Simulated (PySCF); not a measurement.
## The second ionisation energy along the 4p block

Calculated with PySCF 2.14 from differences of total energies of unrestricted determinants, without spin-orbit coupling. Values in eV. The last column holds reference values (NIST; (s) semi-empirical, (t) theoretical, else measured). Unmarked ones compare directly (S terms, centres of terms, or small fine structure); those marked * lie between the lowest fine-structure levels and include a spin-orbit shift.

| element | configurations | UHF | CCSD(T) (valence) | CCSDT (valence) | LDA | PBE | PBE0 | reference |
| --- | --- | --- | --- | --- | --- | --- | --- | --- |
| Ga (aug-cc-pVDZ-DK, spin-free X2C) | [Ar] 3d10 4s2 → [Ar] 3d10 4s1 | 18.802 | 19.775 | 19.775 | 21.177 | 20.809 | 20.482 | 20.515 |
| Ge (aug-cc-pVDZ-DK, spin-free X2C) | [Ar] 3d10 4s2 4p1 → [Ar] 3d10 4s2 | 15.231 | 15.466 | 15.471 | 15.903 | 15.798 | 15.819 | 15.789 |
| As (aug-cc-pVDZ-DK, spin-free X2C) | [Ar] 3d10 4s2 4p2 → [Ar] 3d10 4s2 4p1 | 17.978 | 18.277 | 18.279 | 18.671 | 18.531 | 18.577 | 18.589 * |
| Se (aug-cc-pVDZ-DK, spin-free X2C) | [Ar] 3d10 4s2 4p3 → [Ar] 3d10 4s2 4p2 | 20.841 | 21.165 | 21.165 | 21.485 | 21.326 | 21.410 | 21.196 ± 0.01 * |
| Br (aug-cc-pVDZ-DK, spin-free X2C) | [Ar] 3d10 4s2 4p4 → [Ar] 3d10 4s2 4p3 | 20.194 | 20.690 | 20.692 | 21.637 | 21.348 | 21.352 | 21.409 |
| Kr (aug-cc-pVDZ-DK, spin-free X2C) | [Ar] 3d10 4s2 4p5 → [Ar] 3d10 4s2 4p4 | 23.276 | 23.871 | 23.871 | 24.655 | 24.348 | 24.383 | 24.360 * |

Problem. Which of these methods has the smallest mean absolute error against the measured values here?

Solution. PBE0, with 0.040 eV.

| method | elements | mean error (eV) | mean absolute error (eV) | largest error (eV) |
| --- | --- | --- | --- | --- |
| UHF | 3 | -1.162 | 1.162 | -1.713 |
| CCSD(T) (valence) | 3 | -0.594 | 0.594 | -0.740 |
| CCSDT (valence) | 3 | -0.591 | 0.591 | -0.740 |
| LDA | 3 | 0.335 | 0.335 | 0.662 |
| PBE | 3 | 0.081 | 0.121 | 0.294 |
| PBE0 | 3 | -0.020 | 0.040 | -0.056 |

Errors include the incompleteness of the basis and the frozen core.

"Valence" correlates the outer s and p shells and, in groups 3 to 12 and the f block, the outer d or f shell, open or full, or the next shell where the ion has no valence electron left; the wider scheme adds the next inner shell.
